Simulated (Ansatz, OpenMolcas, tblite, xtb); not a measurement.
How methods differ on GeH3Br (SMILES [GeH3][Br])

GeH3Br has 5 atoms, charge 0, and is taken as a singlet. As SMILES, `[GeH3][Br]`. Geometry: relaxed at PBE0-D4/def2-TZVP.

Each level gives the HOMO–LUMO gap (eV). The values are calculated.

```json
{"level": "GFN1-xTB", "kind": "semi-empirical", "program": "tblite", "value (eV)": "6.60", "CPU time": "under 2 s"}
{"level": "GFN0-xTB", "kind": "semi-empirical", "program": "xtb", "value (eV)": "6.28", "CPU time": "under 2 s"}
{"level": "HF/aug-cc-pVDZ", "kind": "Hartree–Fock", "program": "OpenMolcas", "value (eV)": "12.11", "CPU time": "14 s"}
{"level": "SVWN5/aug-cc-pVDZ", "kind": "LDA", "program": "OpenMolcas", "value (eV)": "5.14", "CPU time": "24 s"}
{"level": "PBE/aug-cc-pVDZ", "kind": "GGA", "program": "OpenMolcas", "value (eV)": "5.26", "CPU time": "32 s"}
{"level": "TPSS/aug-cc-pVDZ", "kind": "meta-GGA", "program": "OpenMolcas", "value (eV)": "5.55", "CPU time": "42 s"}
{"level": "M06-2X/aug-cc-pVDZ", "kind": "hybrid meta-GGA", "program": "OpenMolcas", "value (eV)": "9.12", "CPU time": "37 s"}
{"level": "CAM-B3LYP/aug-cc-pVDZ", "kind": "range-separated hybrid", "program": "Ansatz", "value (eV)": "9.38", "CPU time": "13 s"}
{"level": "B2PLYP/aug-cc-pVDZ", "kind": "double hybrid", "program": "Ansatz", "value (eV)": "9.24", "CPU time": "18 s"}
```

All-electron rows without a relativistic Hamiltonian named are non-relativistic. The values span 5.14 to 12.11 eV. Orbital gaps aren't excitation energies, and those of double hybrids come from the SCF part alone; they tend to grow with the share of exact exchange. Times are those of the runs behind each value, whatever else they computed, on shared processors of several kinds: orders of magnitude only.
